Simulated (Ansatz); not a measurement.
## How methods differ on B2NH2OF (SMILES OB1NB1F)

The species is B2NH2OF (7 atoms), meant as a singlet with charge 0. SMILES: `OB1NB1F`. Geometry: optimised at PBE0/def2-SVP. This is one conformer, not always the lowest.

```xyz
7

O    -1.2817    0.1744    1.3139
B    -0.3832    0.1472    0.3120
N     0.6330   -0.7687   -0.0949
B     0.5859    0.3437   -0.9550
F     1.2521    0.7247   -2.0292
H    -1.8280    0.9660    1.2877
H     1.0831   -1.6553    0.1200
```

Each level gives the dissociation energy of the B2–O1 bond into doublet B2NHF and doublet OH (shapes relaxed at PBE0/def2-SVP, no zero-point term) (eV). The values are calculated.

| level | kind | program | value (eV) | less CCSD(T)/def2-SVP | CPU time (all runs) |
| --- | --- | --- | --- | --- | --- |
| HF/def2-SVP | Hartree–Fock | Ansatz | 5.00 | -1.29 | 1.1 s |
| BLYP/def2-SVP | GGA | Ansatz | 6.48 | +0.19 | 3.3 s |
| PBE/def2-SVP | GGA | Ansatz | 6.65 | +0.36 | 3.2 s |
| B3LYP/def2-SVP | global hybrid | Ansatz | 6.47 | +0.18 | 4.2 s |
| PBE0-D4/def2-SVP | global hybrid | Ansatz | 6.52 | +0.23 | 4 s |
| wB97M-V/def2-SVP | range-separated hybrid | Ansatz | 6.74 | +0.45 | 18 s |
| B2PLYP/def2-SVP | double hybrid | Ansatz | 6.49 | +0.20 | 5.6 s |
| CCSD(T)/def2-SVP | coupled cluster or CI | Ansatz | 6.29 | 0.00 | 11 s |

Differences are taken from CCSD(T)/def2-SVP for orientation; it has basis-set and higher-order errors of its own. The values span 5.00 to 6.74 eV. Hartree–Fock misses the correlation of the electron pair that is broken and comes out low. Measured bond enthalpies also hold zero-point and thermal terms, a few tenths of an eV less. CPU times are rough (shared hosts, several kinds of processor): they show what a rung costs within a factor of a few.
